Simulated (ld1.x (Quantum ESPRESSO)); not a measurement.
What one change does to a pseudopotential (titanium, TM)

titanium (Ti), norm-conserving Troullier–Martins (Kleinman–Bylander form), made with ld1.x (Quantum ESPRESSO) 7.5 (PBE, non-relativistic). Core [Ne] 3s2, reference 3p6 3d3 4s1 4p0. Waves: 4s (bound): rc 2.55 bohr; 3p (bound): rc 1.55 bohr; 3d (bound): rc 1.40 bohr. Local part: all-electron potential smoothed inside 1.80 bohr (lloc = -1). Core correction: Bessel-smoothed model core inside 0.70 bohr.

All-electron outer shells of the reference configuration (PBE, non-relativistic, ld1.x):

```csv
shell,level (eV),outermost node (bohr),outermost maximum (bohr)
3s,-58.39,0.40,0.88
3p,-35.52,0.37,0.91
4s,-3.66,1.27,3.07
3d,-1.97,–,1.01
4p,-1.11,1.42,4.20
```

Change: local potential the d channel.

Cutoffs: the cutoffs (Ry, on a coarse ladder) from which the occupation-weighted sum of valence levels, in a spherical-Bessel basis at the reference potential, stays within 10 and 1 mRy of its value at 400 Ry; they do not see the model core or the augmentation charge, which bear on the density cutoff. Errors are all-electron minus pseudo energies relative to the spin-unpolarised reference configuration.

**Question.** How do hardness, ghosts and transferability respond?

**Answer.** The potential gets neither clearly harder nor softer (90 Ry and 110 Ry → 90 Ry and 110 Ry); both files keep a bound ghost (s); of the 6 tests that both files solve, the error grows in 1 and shrinks in 5 by more than 15 % and 0.3 meV (median size 39.3 → 11.9 meV); the range in which the s phases agree narrows (upper end 3.3 → 0.5).

```csv
quantity,base,changed
"cutoff, loose",90 Ry,90 Ry
"cutoff, tight",110 Ry,110 Ry
bound ghosts,s,s
"tests counted (converged, no solver errors)",6 of 7,6 of 7
"error for 3p6 3d2 4s2 4p0, meV [ΔE -0.95 eV]",-67,-44
"error for 3p6 3d2 4s1 4p0, meV [ΔE 6.34 eV]",-35,-2.1
"error for 3p6 3d2 4s0 4p0, meV [ΔE 19.81 eV]",+5.5,+7.8
"error for 3p6 3d0 4s0 4p0, meV [ΔE 90.42 eV]",-190,-159
"error for 3p6 3d2 4s1 4p1, meV [ΔE 2.07 eV]",-44,-16
"error for 3p6 3d2 4s0 4p1, meV [ΔE 10.04 eV]",-21,-1.2
s: phases at 2.76 bohr within 0.05 rad from the reference energy up to (Ry; the scan ends near 5),3.3,0.5
p: phases at 2.76 bohr within 0.05 rad from the reference energy up to (Ry; the scan ends near 5),to the end of the scan,to the end of the scan
d: phases at 2.76 bohr within 0.05 rad from the reference energy up to (Ry; the scan ends near 5),1.5,1.6
```

Base: Tests not counted: 3p5 3d2 4s2 4p0 (solver errors, printed error -14.5 eV). Changed file: Tests not counted: 3p5 3d2 4s2 4p0 (solver errors, printed error -14.4 eV). A true bound ghost makes a file unfit for plane-wave use even where its test errors are small: the radial tests pick states by their node count and pass the ghost by. Where a test does run into it, the solver fails or the error is huge.
